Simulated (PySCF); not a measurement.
**Spinor energies of Si (silicon, neutral)**

Start: [Ne] 3s2 3p2; 3p3/2 filled at m_j = +1/2, +3/2. Calculated with PySCF 2.14 in x2c-TZVPall-2c: generalised Hartree-Fock with the X2C-1e Hamiltonian and a Gaussian nucleus; one run each with spin-orbit coupling (SO) switched off, then screened by Boettger's factors. This is a chosen level, not necessarily the ground level.

```
spinor shell  electrons  ε, spin-free (eV)  ε, screened SO (eV)  weight of nominal j (screened SO)  rms radius, screened SO (bohr)
       1s1/2          2            -1876.8              -1876.9                              1.000                           0.129
       2s1/2          2            -168.19              -168.20                              1.000                           0.612
       2p1/2          2            -115.73              -116.21                              0.893                           0.598
       3s1/2          2            -14.731              -14.734                              0.999                            2.38
       3p3/2          2             -8.088               -8.084                              0.824                            2.98
```

Where does 2p3/2 lie, and what is the 2p spin-orbit splitting (screened SO)?

At -115.50 eV, 0.701 eV above 2p1/2.

| quantity | spin-free | screened SO |
| --- | --- | --- |
| E (hartree) | -289.45086 | -289.45076 |
| M_J | 2 | 2 |
| ⟨J²⟩ | 6.015 | 6.014 |
| ⟨L²⟩ | 2.011 | 2.013 |
| ⟨S²⟩ | 2.004 | 2.003 |

Each row is a mean over spinors that exchange with the open shell spreads, by up to 4.240 eV (3s1/2).

Rows whose weight is well below 1 are mixtures of j = l ± 1/2: exchange outweighs spin-orbit coupling there, and the label is only the starting occupation.

Without spin-orbit coupling the j labels of p, d and f shells carry no meaning; the spin-free column gives the mean over the occupied spinors of each nl shell.
